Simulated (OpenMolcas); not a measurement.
## d9 ions of charge +2 down a group with 6 fluoride ligands in octahedral coordination

```
Program             : OpenMolcas
Method              : SS-CASPT2, IPEA 0.25 Eh, imaginary shift 0.1 Eh
Spin-orbit coupling : RASSI with atomic mean-field integrals over the reference wave functions
```

The d shell is active; CASPT2 correlates the ligand valence shells and the outer metal core. Anionic complexes are neutralised by point charges behind the ligands. Distances were set from a Shannon-type radius of the metal (high-spin where two are listed) plus a fixed donor radius (F 1.31 Å). Ligand basis ANO-RCC-VDZP, DKH2 Hamiltonian. States (labels of O, the rotations of Oh). Energies in cm-1 above the lowest state or level, χT in cm3 K/mol; 10Dq is the gap between the two states. Spin-only χT is S(S+1) / 2 for the spin of the ground state.

```json
{"Ion": "Cu2+", "Shell": "3d9", "R (Å)": "2.04", "Metal basis": "ANO-RCC-VDZP", "Outer charge (e at Å behind ligand)": "0.67 at 2.6", "Ground state": "2E", "First state of that spin": "2T2 6230", "10Dq": "6231", "First gap with spin-orbit (degeneracies)": "5560 (4, 2)", "χT at 300 K": "0.612", "Spin-only χT": "0.375"}
{"Ion": "Ag2+", "Shell": "4d9", "R (Å)": "2.25", "Metal basis": "ANO-RCC-VDZP", "Outer charge (e at Å behind ligand)": "0.67 at 2.6", "Ground state": "2E", "First state of that spin": "2T2 9310", "10Dq": "9305", "First gap with spin-orbit (degeneracies)": "7980 (4, 2)", "χT at 300 K": "0.649", "Spin-only χT": "0.375"}
```

|10Dq| changes by a factor of 9305 / 6231 = 1.49 from Cu2+ to Ag2+.

χT departs most from the spin-only value for Ag2+, by +0.274 cm3 K/mol.

Roots that are degenerate in the reference are averaged as groups; the widest CASPT2 spread within a group is 97 cm-1 (the 3-fold group of multiplicity 2 near 9310 cm-1 above the lowest state of its run, Ag2+). Shifts and gaps below about the spread of the groups concerned are not significant. Over all roots computed the reference weight is 0.71 in Cu2+, 0.70 to 0.71 in Ag2+; a low but even weight reflects the number of correlated electrons. An orbital doublet at a regular site is open to a Jahn-Teller distortion, which this geometry leaves out. Ligand-to-metal charge-transfer states are missing. Free-ion shares, where given, are those of the reference states; single-state CASPT2 does not remix them. A single d shell leaves out the double-shell effect, which counts most for late 3d ions, where the CASPT2 field can be off either way by tens of per cent (holds for Cu2+). With one d shell and no ligand orbital active, 10Dq can be off by tens of per cent for divalent 3d ions, low with halides held by bare charges and at times high in hosts, and the orbital part of g and χT goes as 1/10Dq (holds for Cu2+). With one d shell and no ligand orbital active, 10Dq can be off by a tenth or more (holds for Ag2+). No measured value stands beside these numbers; the geometry was imposed, not optimised, and the real ion may take another.
